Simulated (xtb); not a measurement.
xtb job for Hf(Cl)2(Me)2 (C2H6Cl2Hf), SMILES [CH3][Hf]([CH3])([Cl])[Cl], multiplicity 1, GFN2-xTB. 

```
$ xtb mol.xyz --gfn 2 --sp --chrg 0 --uhf 0 --json
$ cat mol.xyz
11

Hf    -0.20478557     0.00391933    -0.03896425
Cl     1.49021401     1.16414806    -1.16398478
Cl     0.94251494    -1.20788183     1.60387847
C     -1.22648290    -1.41604068    -1.43857320
H     -1.95890301    -0.93817571    -2.10200232
H     -1.76307480    -2.21597721    -0.91081035
H     -0.49250497    -1.91122458    -2.09217503
C     -1.58903113     1.46523259     0.94335231
H     -1.01830942     2.17287185     1.56396308
H     -2.32108581     0.98761444     1.60811680
H     -2.16486875     2.07102161     0.23146690
```

Program output:

```
[banner left out]
          |                Calculation Setup                |
           -------------------------------------------------



           -------------------------------------------------
          |                 G F N 2 - x T B                 |
           -------------------------------------------------

        Reference                      10.1021/acs.jctc.8b01176
      * Hamiltonian:
        H0-scaling (s, p, d)           1.850000    2.230000    2.230000
        zeta-weighting                 0.500000
      * Dispersion:
        s8                             2.700000
        a1                             0.520000
        a2                             5.000000
        s9                             5.000000
      * Repulsion:
        kExp                           1.500000    1.000000
        rExp                           1.000000
      * Coulomb:
        alpha                          2.000000
        third order                    shell-resolved
        anisotropic                    true
        a3                             3.000000
        a5                             4.000000
        cn-shift                       1.200000
        cn-exp                         4.000000
        max-rad                        5.000000


          ...................................................
          :                      SETUP                      :
          :.................................................:
          :  # basis functions                  44          :
          :  # atomic orbitals                  41          :
          :  # shells                           19          :
          :  # electrons                        32          :
          :  max. iterations                   250          :
          :  Hamiltonian                  GFN2-xTB          :
          :  restarted?                      false          :
          :  GBSA solvation                  false          :
          :  PC potential                    false          :
          :  electronic temp.          300.0000000     K    :
          :  accuracy                    1.0000000          :
          :  -> integral cutoff          0.2500000E+02      :
          :  -> integral neglect         0.1000000E-07      :
          :  -> SCF convergence          0.1000000E-05 Eh   :
          :  -> wf. convergence          0.1000000E-03 e    :
          :  Broyden damping             0.4000000          :
          :  net charge                          0          :
          :  unpaired electrons                  0          :
          ...................................................

 iter      E             dE          RMSdq      gap      omega  full diag
   1     -5.8111235 -0.581112E+01  0.294E+01    0.05       0.0  T
   2    -13.8275071 -0.801638E+01  0.217E+01    9.94       1.0  T
   3    -15.8891197 -0.206161E+01  0.138E+01    6.91       1.0  T
   4    -17.2948160 -0.140570E+01  0.957E+00    2.90       1.0  T
   5    -17.0535371  0.241279E+00  0.101E+01    3.67       1.0  T
   6    -18.0388887 -0.985352E+00  0.608E+00    1.22       1.0  T
   7    -17.9693935  0.694951E-01  0.558E+00    0.86       1.0  T
   8    -17.8882760  0.811176E-01  0.626E+00    0.77       1.0  T
   9    -17.9041671 -0.158911E-01  0.448E+00    2.77       1.0  T
  10    -18.0923582 -0.188191E+00  0.137E+00    1.70       1.0  T
  11    -18.0846570  0.770127E-02  0.153E+00    1.65       1.0  T
  12    -18.0355187  0.491383E-01  0.248E+00    1.59       1.0  T
  13    -18.0986966 -0.631780E-01  0.815E-01    2.27       1.0  T
  14    -18.0973968  0.129986E-02  0.996E-01    2.30       1.0  T
  15    -18.0985897 -0.119297E-02  0.818E-01    2.24       1.0  T
  16    -18.1022974 -0.370764E-02  0.441E-01    2.33       1.0  T
  17    -18.1025884 -0.291042E-03  0.375E-01    2.33       1.0  T
  18    -18.1031059 -0.517531E-03  0.180E-01    2.31       1.0  T
  19    -18.1032727 -0.166778E-03  0.143E-01    2.32       1.0  T
  20    -18.1034284 -0.155677E-03  0.583E-02    2.33       1.0  T
  21    -18.1034506 -0.222357E-04  0.201E-02    2.33       1.5  T
  22    -18.1034519 -0.125018E-05  0.643E-03    2.33       4.7  T
  23    -18.1034519 -0.442517E-07  0.216E-03    2.33      14.0  T
  24    -18.1034519 -0.162615E-07  0.100E-03    2.33      30.1  T
  25    -18.1034519  0.162179E-08  0.551E-04    2.33      54.8  T
  26    -18.1034519 -0.787587E-09  0.406E-04    2.33      74.2  T

   *** convergence criteria satisfied after 26 iterations ***

         #    Occupation            Energy/Eh            Energy/eV
      -------------------------------------------------------------
         1        2.0000           -1.0645213             -28.9671
       ...           ...                  ...                  ...
        10        2.0000           -0.4405154             -11.9870
        11        2.0000           -0.4357922             -11.8585
        12        2.0000           -0.4354299             -11.8487
        13        2.0000           -0.4253528             -11.5744
        14        2.0000           -0.4236684             -11.5286
        15        2.0000           -0.4089560             -11.1283
        16        2.0000           -0.3833596             -10.4317 (HOMO)
        17                         -0.2976421              -8.0993 (LUMO)
        18                         -0.2961815              -8.0595
        19                         -0.2820947              -7.6762
        20                         -0.2805138              -7.6332
        21                         -0.2784317              -7.5765
       ...                                ...                  ...
        41                          0.5799756              15.7819
      -------------------------------------------------------------
                  HL-Gap            0.0857174 Eh            2.3325 eV
             Fermi-level           -0.3405008 Eh           -9.2655 eV

 SCC (total)                   0 d,  0 h,  0 min,  0.009 sec
 SCC setup                      ...        0 min,  0.000 sec (  0.621%)
 Dispersion                     ...        0 min,  0.000 sec (  0.308%)
 classical contributions        ...        0 min,  0.000 sec (  0.136%)
 integral evaluation            ...        0 min,  0.001 sec ( 12.042%)
 iterations                     ...        0 min,  0.006 sec ( 63.732%)
 molecular gradient             ...        0 min,  0.002 sec ( 22.521%)
 printout                       ...        0 min,  0.000 sec (  0.571%)

         :::::::::::::::::::::::::::::::::::::::::::::::::::::
         ::                     SUMMARY                     ::
         :::::::::::::::::::::::::::::::::::::::::::::::::::::
         :: total energy             -17.991963808388 Eh    ::
         :: gradient norm              0.000167300354 Eh/a0 ::
         :: HOMO-LUMO gap              2.332490185964 eV    ::
         ::.................................................::
         :: SCC energy               -18.103414799570 Eh    ::
         :: -> isotropic ES           -0.000874933359 Eh    ::
         :: -> anisotropic ES         -0.005234728790 Eh    ::
         :: -> anisotropic XC         -0.000144744787 Eh    ::
         :: -> dispersion             -0.006182354275 Eh    ::
         :: repulsion energy           0.111450991182 Eh    ::
         :: add. restraining           0.000000000000 Eh    ::
         :: total charge               0.000000000001 e     ::
         :::::::::::::::::::::::::::::::::::::::::::::::::::::

           -------------------------------------------------
          |                Property Printout                |
           -------------------------------------------------

    * Orbital Energies and Occupations

         #    Occupation            Energy/Eh            Energy/eV
      -------------------------------------------------------------
         1        2.0000           -1.0645213             -28.9671
       ...           ...                  ...                  ...
         4        2.0000           -0.6245341             -16.9944
         5        2.0000           -0.5497416             -14.9592
         6        2.0000           -0.4905786             -13.3493
         7        2.0000           -0.4874862             -13.2652
         8        2.0000           -0.4851015             -13.2003
         9        2.0000           -0.4816524             -13.1064
        10        2.0000           -0.4405154             -11.9870
        11        2.0000           -0.4357922             -11.8585
        12        2.0000           -0.4354299             -11.8487
        13        2.0000           -0.4253528             -11.5744
        14        2.0000           -0.4236684             -11.5286
        15        2.0000           -0.4089560             -11.1283
        16        2.0000           -0.3833596             -10.4317 (HOMO)
        17                         -0.2976421              -8.0993 (LUMO)
        18                         -0.2961815              -8.0595
        19                         -0.2820947              -7.6762
        20                         -0.2805138              -7.6332
        21                         -0.2784317              -7.5765
        22                         -0.0499055              -1.3580
        23                          0.0504305               1.3723
        24                          0.0504587               1.3731
        25                          0.0529703               1.4414
        26                          0.0530477               1.4435
        27                          0.0531418               1.4461
       ...                                ...                  ...
        41                          0.5799756              15.7819
      -------------------------------------------------------------
                  HL-Gap            0.0857174 Eh            2.3325 eV
             Fermi-level           -0.3405008 Eh           -9.2655 eV

     #   Z          covCN         q      C6AA      α(0)
     1  72 Hf       3.067     1.010   136.402    25.142
     2  17 Cl       0.730    -0.426   112.811    16.246
     3  17 Cl       0.730    -0.426   112.817    16.246
     4   6 C        3.567    -0.301    27.795     7.676
     5   1 H        0.925     0.069     2.101     2.266
     6   1 H        0.926     0.071     2.073     2.251
     7   1 H        0.926     0.082     1.962     2.191
     8   6 C        3.567    -0.300    27.790     7.675
     9   1 H        0.927     0.082     1.955     2.187
    10   1 H        0.925     0.070     2.081     2.256
    11   1 H        0.925     0.069     2.093     2.262

 Mol. C6AA /au·bohr⁶  :       2656.524237
 Mol. C8AA /au·bohr⁸  :     147893.746919
 Mol. α(0) /au        :         86.398405


Wiberg/Mayer (AO) data.
largest (>0.10) Wiberg bond orders for each atom

 ---------------------------------------------------------------------------
     #   Z sym  total        # sym  WBO       # sym  WBO       # sym  WBO
 ---------------------------------------------------------------------------
     1  72 Hf   3.586 --     8 C    0.832     4 C    0.831     3 Cl   0.782
                             2 Cl   0.782
     2  17 Cl   1.014 --     1 Hf   0.782
     3  17 Cl   1.014 --     1 Hf   0.782
     4   6 C    3.874 --     5 H    0.933     6 H    0.930     7 H    0.916
                             1 Hf   0.831     8 C    0.101
     5   1 H    0.995 --     4 C    0.933
     6   1 H    0.995 --     4 C    0.930
     7   1 H    0.992 --     4 C    0.916
     8   6 C    3.874 --    11 H    0.932    10 H    0.931     9 H    0.915
                             1 Hf   0.832     4 C    0.101
     9   1 H    0.992 --     8 C    0.915
    10   1 H    0.995 --     8 C    0.931
    11   1 H    0.995 --     8 C    0.932
 ---------------------------------------------------------------------------

Topologies differ in total number of bonds
Note: The following floating-point exceptions are signalling: IEEE_UNDERFLOW_FLAG IEEE_DENORMAL
normal termination of xtb
Writing topology from bond orders to xtbtopo.mol

molecular dipole:
                 x           y           z       tot (Debye)
 q only:       -2.070       0.042      -0.378
   full:       -1.643       0.034      -0.308       4.250
molecular quadrupole (traceless):
                xx          xy          yy          xz          yz          zz
 q only:        0.073      -1.344       1.225       0.403       7.530      -1.298
  q+dip:       -0.001      -1.795       1.724       0.526      10.172      -1.723
   full:        0.163      -1.401       1.222       0.454       7.771      -1.385


           -------------------------------------------------
          | TOTAL ENERGY              -17.991963808388 Eh   |
          | GRADIENT NORM               0.000167300354 Eh/α |
          | HOMO-LUMO GAP               2.332490185964 eV   |
           -------------------------------------------------

------------------------------------------------------------------------
------------------------------------------------------------------------
 total:
 SCF:
```

The run converged.

Cost: around 0.020 core-seconds (rough).
